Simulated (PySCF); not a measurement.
C2H7AlS (SMILES [CH3][Al]([CH3])[SH]), singlet, geometry from GFN2-xTB (such geometries of metal compounds can be far from the true shape), with bond 9-6 at 1.8 times its length.

Here is a job for PySCF.
```python
from pyscf import gto, scf, mcscf
import numpy

mol = gto.Mole()
mol.atom = '''
    Al   -0.339049    0.252890   -0.163902
    C    -2.090172   -0.619878   -0.495969
    H    -1.973246   -1.709351   -0.545695
    H    -2.558643   -0.298949   -1.431402
    H    -2.817017   -0.419297    0.298048
    C     0.231467    2.144821   -0.405232
    H     1.065912    2.247592   -1.108932
    H     0.563265    2.608123    0.531286
    H    -1.240003    3.252013   -1.097963
    S     1.235886   -1.096279    0.616287
    H     2.091432   -0.084798    0.724131
'''
mol.basis = 'sto-3g'
mol.charge = 0
mol.spin = 0
mol.verbose = 3
mol.build()

mf = scf.RHF(mol)
mf.kernel()
mc = mcscf.CASSCF(mf, 5, 6)
mc.fix_spin_(ss=0.0)
mc = mc.state_average_([0.5, 0.5])
mc.kernel()
```

### Question
What is the computed total energy of the lowest state (SA2-CASSCF(6,5)/STO-3G (PySCF))?

### Answer
-711.0165 Eh

### Question
Give the SCF-reference HOMO energy at the level SA2-CASSCF(6,5)/STO-3G.

### Answer
-6.76 eV

### Question
Estimate the number of basis functions that SA2-CASSCF(6,5)/STO-3G returns for this input.

### Answer
35

### Question
Give the SCF-reference dipole moment at the level SA2-CASSCF(6,5)/STO-3G.

### Answer
0.67 D

### Question
Predict the SCF-reference Mulliken (on the basis functions themselves) charges in atom order from SA2-CASSCF(6,5)/STO-3G.

### Answer
Al1 0.91, C2 -0.40, H3 0.03, H4 0.03, H5 0.03, C6 -0.30, H7 0.04, H8 0.04, H9 -0.10, S10 -0.20, H11 -0.07
